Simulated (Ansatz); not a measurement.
A further run on TcO₃H.

```yaml
crystal:
  periodic: [false, false, false]
  atoms:
    - {symbol: Tc, position_ang: [0.030058, 0.052310, 0.021759]}
    - {symbol: O, position_ang: [-0.020454, -0.069050, 1.705091]}
    - {symbol: O, position_ang: [1.595325, -0.036296, -0.605114]}
    - {symbol: O, position_ang: [-0.853937, 1.359897, -0.577949]}
    - {symbol: H, position_ang: [-0.751002, -1.306860, -0.543797]}
basis:
  gaussian: {orbitals: def2-TZVP}
hamiltonian: {xc: {name: HF}}
correlation: {method: ccsd, electrons: all}
scf: {omitted_lower_state_checks: [starts]}
```

```sh
$ ansatz run in.yaml --threads 4 --pin off --events-out ev --progress --plain --max-ram 3916MiB
```

It prints (some lines left out):

```
Functional definition: HF
1026 factors; integrals over basis functions are off by at most 9.2e-4 eV
mean field evaluation 1: about -8290.6348 eV, gradient 9.1e1 eV
mean field evaluation 2: about -8290.9507 eV, gradient 9.2e1 eV
mean field evaluation 4: about -8305.2089 eV, gradient 6.4e0 eV
mean field evaluation 8: about -8305.3762 eV, gradient 1.2e0 eV
mean field evaluation 16: about -8305.3946 eV, gradient 4.8e-5 eV
mean field evaluation 32: about -8296.6040 eV, gradient 2.4e0 eV
mean field evaluation 64: about -8296.8188 eV, gradient 1.7e0 eV
mean field evaluation 96: about -8296.1450 eV, gradient 3.3e-1 eV
mean field evaluation 128: about -8295.8763 eV, gradient 6.3e-1 eV
mean field -8305.39463478 eV, -305.2176232293 hartree, gradient 3.2e-6 eV, S^2 0.000000; 0 other end points of the search recorded, 0 dependent functions left out; unrestricted orbitals would lower it
reference -8305.39463478 eV, -305.2176232293 hartree; 20, 20 occupied and 119, 119 virtual orbitals, 1026 factors
second order -40.30876516 eV of doubles, -0.00000000 eV of singles
cycle   1  -31.72365011 eV  change     8.6e0 eV  update   4.3e-1
cycle   2  -35.27314247 eV  change    -3.5e0 eV  update   3.7e-1
cycle   3  -35.82442306 eV  change   -5.5e-1 eV  update   4.4e-2
cycle   4  -35.84946658 eV  change   -2.5e-2 eV  update   2.2e-2
cycle   5  -35.85276183 eV  change   -3.3e-3 eV  update   6.3e-3
cycle   6  -35.85999293 eV  change   -7.2e-3 eV  update   3.2e-3
cycle   7  -35.85904208 eV  change    9.5e-4 eV  update   2.6e-3
cycle   8  -35.85490077 eV  change    4.1e-3 eV  update   1.3e-3
cycle   9  -35.85574892 eV  change   -8.5e-4 eV  update   6.1e-4
cycle  10  -35.85632620 eV  change   -5.8e-4 eV  update   2.7e-4
cycle  11  -35.85608822 eV  change    2.4e-4 eV  update   1.5e-4
cycle  12  -35.85592716 eV  change    1.6e-4 eV  update   6.3e-5
cycle  13  -35.85617898 eV  change   -2.5e-4 eV  update   2.5e-5
cycle  14  -35.85610971 eV  change    6.9e-5 eV  update   1.0e-5
cycle  15  -35.85610824 eV  change    1.5e-6 eV  update   5.9e-6
WARN: the results are in doubt because among natural orbitals full CI differs from the method by -0.173 eV
Total energy: -8341.25074302 eV, -306.5353109031 hartree
In doubt: among natural orbitals full CI differs from the method by -0.173 eV
Checks for a lower state left out: starts
```

It took 8.5 s on 4 threads of Arm Neoverse V1 on a shared host, peak host memory 0.84 GiB.

In the def2 sets Tc takes a core potential; there is no spin–orbit coupling. Correlated methods freeze no core orbitals; core or outer-core shells of Tc are correlated, in sets that lack core-valence functions. The program marks the result for the charge 0 singlet as doubtful (large difference). The restricted singlet (for correlated methods, its reference) is unstable: a solution with broken spin symmetry lies lower.
